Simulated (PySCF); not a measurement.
GeF2ClBr, SMILES [F][Ge]([F])([Cl])[Br]. Atoms are numbered in the order given.

```xyz
5

F      1.2882     0.7993    -1.3645
Ge     0.3077     0.4650     0.0000
F      1.2882     0.7993     1.3645
Cl    -1.3379     1.7871     0.0000
Br    -0.2940    -1.7043     0.0000
```
Charge 0, spin multiplicity 1.

Coordinates come from a PBE0-D3(BJ)/def2-SVP optimisation. This is a generated structure with no PubChem entry under its InChIKey; it may be hypothetical.

All values below come from PBE/def2-TZVP in PySCF.

ESP charges are fitted to the potential on shells at 1.4 to 2.0 van der Waals radii. Atomic charges (e):

| atom | ESP fit | Mulliken | IAO |
|---|---|---|---|
| F1 | -0.11 | (withheld) | -0.47 |
| Ge2 | 0.18 | (withheld) | 1.32 |
| F3 | -0.11 | (withheld) | -0.47 |
| Cl4 | 0.00 | (withheld) | -0.23 |
| Br5 | 0.04 | (withheld) | -0.15 |

Question: Fill in the missing entries. (An estimate is asked for; the answer gives what the named calculation found.)

Answer: 
- F1, Mulliken: -0.29
- Ge2, Mulliken: 0.95
- F3, Mulliken: -0.29
- Cl4, Mulliken: -0.20
- Br5, Mulliken: -0.18
